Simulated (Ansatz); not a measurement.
The cluster Cu8Te4⁻, relaxed as a doublet with UKS PBE-D4/def2-SVP in Ansatz, starting from the GFN1-xTB geometry. Force threshold 0.03 eV/Å.

In the def2 sets Te takes a core potential; there is no spin–orbit coupling. Another isomer (doublet) lies 0.05 eV lower at PBE0-D4/def2-TZVP; other spin states weren't run for this one.

Start:

| atom | x (Å) | y (Å) | z (Å) |
| --- | --- | --- | --- |
| Cu1 | 0.323 | 0.038 | 2.881 |
| Cu2 | 0.358 | -1.359 | -1.793 |
| Cu3 | -0.575 | 1.157 | -1.705 |
| Cu4 | 1.875 | 0.592 | -0.812 |
| Cu5 | -1.821 | -0.786 | -0.404 |
| Cu6 | 0.047 | 1.559 | 0.848 |
| Cu7 | -1.801 | 0.172 | 1.897 |
| Cu8 | 0.959 | -1.311 | 0.855 |
| Te9 | -2.405 | 1.710 | -0.051 |
| Te10 | -0.645 | -2.973 | -0.129 |
| Te11 | 2.405 | 0.718 | 1.646 |
| Te12 | 1.280 | 0.484 | -3.232 |

```tsv
step	energy (eV)	largest force component (eV/Å)	SCF passes
1	-386216.4558	0.718	33
2	-386216.8013	0.412	31
3	-386216.8966	0.153	31
4	-386216.9129	0.210	34
5	-386216.9344	0.068	30
6	-386216.9370	0.034	26
7	-386216.9372	0.004	26
```

Force components are those of the run's own axes.

End:

Cartesian coordinates in Å:
```
Cu 0.403 0.135 2.976
Cu 0.372 -1.355 -1.757
Cu -0.517 1.125 -1.656
Cu 1.806 0.523 -0.782
Cu -1.711 -0.717 -0.487
Cu 0.050 1.446 0.806
Cu -1.620 -0.087 1.821
Cu 0.581 -1.045 0.820
Te -2.414 1.713 0.014
Te -0.729 -3.011 -0.153
Te 2.461 0.816 1.662
Te 1.319 0.456 -3.265
```

By distances, no bond broke or formed, bridged metal pairs apart. The bond that changes most is Cu7–Cu8, from 3.30 to 2.60 Å (atoms count from 1). Metal–metal contacts that move far: Cu7–Cu8 3.30 to 2.60 Å.

No frequencies were taken in this run, so the end may be a saddle point.

Hardware: 2 threads of AMD EPYC 7R13 on a shared host and a share (18 GiB) of an NVIDIA H100 80GB HBM3. Wall time 40 s, peak host memory 1.1 GiB.
